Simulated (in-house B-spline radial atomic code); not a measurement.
Configurations of Tm²⁺, with energies counted from [Xe] 4f13. Level of theory: Dirac-Hartree-Fock, average of configuration, Fermi nucleus of rms radius 5.2256 fm; calculated with an all-electron radial atomic-structure program (B-spline basis). Energies include first-order Breit, QED and recoil terms.

Occupations are held fixed; configurations that lie above the ionisation limit could autoionise.

```tsv
configuration	E - E(ref) (eV)	highest orbital	its <r> (bohr)
[Xe] 4f12 6p1	6.1859	6p3/2	4.062
[Xe] 4f12 7s1	11.255	7s1/2	6.38
[Xe] 4f12 5g1	16.1	5g7/2	9.159
[Xe] 4f12 8g1	19.085	8g7/2	28.64
[Xe] 4f12 9g1	19.487	9g7/2	37.14
[Kr] 4d10 4f13 5s2 5p5 5g1	41.644	5g7/2	9.159
[Kr] 4d9 4f13 5s2 5p6 6p1	187.59	6p3/2	4.056
[Kr] 4d9 4f13 5s2 5p6 9g1	200.91	9g7/2	37.14
```

Order these further configurations by energy, lowest first.
A. [Xe] 4f12 7d1
B. [Kr] 4d10 4f13 5s2 5p5 9g1
C. [Kr] 4d9 4f13 5s2 5p6 9s1
D. [Kr] 4d9 4f13 5s2 5p6 7g1
E. [Kr] 4d10 4f13 5s2 5p5 9d1

A (15.426 eV), E (43.836 eV), B (45.031 eV), C (198.46 eV), D (199.92 eV).

How far above the reference does [Xe] 4f12 9d1 lie?

18.276 eV; its least bound orbital is 9d5/2 with <r> = 21.62 bohr.

How far above the reference does [Kr] 4d10 4f13 5s2 5p5 8g1 lie?

44.629 eV; its least bound orbital is 8g7/2 with <r> = 28.64 bohr.

How far above the reference does [Xe] 4f12 6d1 lie?

11.865 eV; its least bound orbital is 6d5/2 with <r> = 5.881 bohr.
